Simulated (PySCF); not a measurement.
Compound: C11H7FO.
Bonds: O1–C2 (double), C2–F3, C2–C4, C4–C5 (aromatic), C5–C6 (aromatic), C6–C7 (aromatic), C7–C8 (aromatic), C8–C9 (aromatic), C9–C10 (aromatic), C10–C11 (aromatic), C11–C12 (aromatic), C12–C13 (aromatic), C4–C13 (aromatic), C8–C13 (aromatic). Hydrogens: H14 on C5; H15 on C6; H16 on C7; H17 on C9; H18 on C10; H19 on C11; H20 on C12.

Probes without a nucleus sit at each ring's centroid and 1 Å off its mean plane on both sides; NICS is minus the shielding there, NICSzz its component along the normal. Level: GIAO PBE/pcSseg-1 (PySCF, non-relativistic, gas phase) on the PBE0-D3(BJ)/def2-SVP geometry, one conformer.

Ring bond lengths (Å): C4–C5 1.386, C5–C6 1.406, C6–C7 1.374, C7–C8 1.417, C8–C13 1.433, C13–C4 1.438; C8–C9 1.418, C9–C10 1.374, C10–C11 1.411, C11–C12 1.377, C12–C13 1.420, C13–C8 1.433.

Problem. What do the NICS probes read (ppm)?

Solution. 
```csv
ring,type,NICS(0),"NICS(1), two faces","NICS(1)zz, two faces",rms pucker (Å),"centre to ring atoms, mean (Å)"
C4–C5–C6–C7–C8–C13,6-membered carbocycle; formal bonds all aromatic,-8.0,-10.8 / -10.7,-25.4 / -25.4,0.00,1.41
C8–C9–C10–C11–C12–C13,6-membered carbocycle; formal bonds all aromatic,-8.6,-11.6 / -11.7,-28.8 / -28.8,0.00,1.41
```

Problem. What do they say, and how far can they be read as aromaticity?

Solution. 
- C4–C5–C6–C7–C8–C13: mean NICS(1)zz -25.4 ppm, shielded. For a flat ring without four-coordinate atoms the NICS criterion counts such a value as aromatic, though in fused rings the probe also feels the neighbouring ring.
- C8–C9–C10–C11–C12–C13: mean NICS(1)zz -28.8 ppm, shielded, aromatic by this magnetic criterion (flat ring, no four-coordinate atom), though in fused rings the probe also feels the neighbouring ring.

Problem. How equal are the bonds by HOMA? Use HOMA with the parameters of Krygowski (1993).

Solution. 
- C4–C5–C6–C7–C8–C13: HOMA 0.75 = 1 − EN − GEO, with mean bond length 1.409 Å, EN = α(Ropt − mean)² = 0.114 and GEO = α × variance = 0.137. The geometric and the magnetic index point the same way.
- C8–C9–C10–C11–C12–C13: HOMA 0.79 = 1 − EN − GEO, with mean bond length 1.405 Å, EN = α(Ropt − mean)² = 0.078 and GEO = α × variance = 0.127. The geometric and the magnetic index point the same way.

Problem. What is the mean of the two in-plane components of NICS at the second NICS(1) probe listed for ring C8–C9–C10–C11–C12–C13, 1 Å off the ring?

Solution. The isotropic value is a third of the trace: (3 × -11.7 − (-28.8))/2 = -3.1 ppm.

Problem. List the ring angles.

Solution. 
- C4–C5–C6–C7–C8–C13: C4 120.2°, C5 121.5°, C6 119.6°, C7 121.1°, C8 119.9°, C13 117.7°; sum 720.0° against 720° for a flat convex ring.
- C8–C9–C10–C11–C12–C13: C8 119.7°, C9 120.8°, C10 119.7°, C11 121.0°, C12 120.8°, C13 118.0°; sum 720.0° against 720° for a flat convex ring.

Problem. How do the values depend on the level or the medium?

Solution. 
| level | NICS(0), C4–C5–C6–C7–C8–C13 | mean NICS(1)zz, C4–C5–C6–C7–C8–C13 | NICS(0), C8–C9–C10–C11–C12–C13 | mean NICS(1)zz, C8–C9–C10–C11–C12–C13 |
| --- | --- | --- | --- | --- |
| PBE/pcSseg-1, gas | -8.0 | -25.4 | -8.6 | -28.8 |
| PBE0/pcSseg-1, gas | -8.4 | -26.4 | -9.0 | -29.7 |

The geometry is the same throughout.

The values belong to the conformer `[O:1]=[C:2]([F:3])[c:4]1[cH:5][cH:6][cH:7][c:8]2[cH:9][cH:10][cH:11][cH:12][c:13]12`: O1–C2–C4–C5 -179°.
